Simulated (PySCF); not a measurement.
C2H4F2Si2, SMILES C#C[Si@H](F)[SiH2]F. Heavy atoms are numbered as in [CH:1]#[C:2][Si@H:3]([F:4])[SiH2:5][F:6]. Hydrogens are named by the atom that carries them.

Coordinates come from a PBE0-D3(BJ)/def2-SVP optimisation. The structure was generated by enumeration; whether it is a known compound was not checked. Other conformers were not sampled.

The numbers are results of PBE/def2-TZVP (PySCF), not measurements.

ESP charges are fitted to the potential on shells at 1.4 to 2.0 van der Waals radii. Atomic charges (e), one atom of each kind:

```csv
atom,ESP fit,Mulliken,Löwdin
C1 (CH),-0.36,-0.13,-0.06
C2,-0.03,-0.15,-0.20
Si3 (SiH),0.32,0.42,0.09
F4,-0.20,-0.28,0.02
Si5 (SiH2),0.30,0.34,0.11
F6,-0.20,-0.29,0.00
H on C1,0.31,0.18,0.13
H on Si3,-0.05,-0.04,-0.02
H on Si5,-0.04,-0.02,-0.03
```

Computed Mayer and Wiberg (Löwdin basis) orders of the bonds:
```json
[
 {"bond": "C1–C2", "Mayer": "2.62", "Wiberg": "2.97"},
 {"bond": "C2–Si3", "Mayer": "1.06", "Wiberg": "1.19"},
 {"bond": "Si3–F4", "Mayer": "1.14", "Wiberg": "1.71"},
 {"bond": "Si3–Si5", "Mayer": "0.91", "Wiberg": "1.04"},
 {"bond": "Si5–F6", "Mayer": "1.11", "Wiberg": "1.74"}
]
```
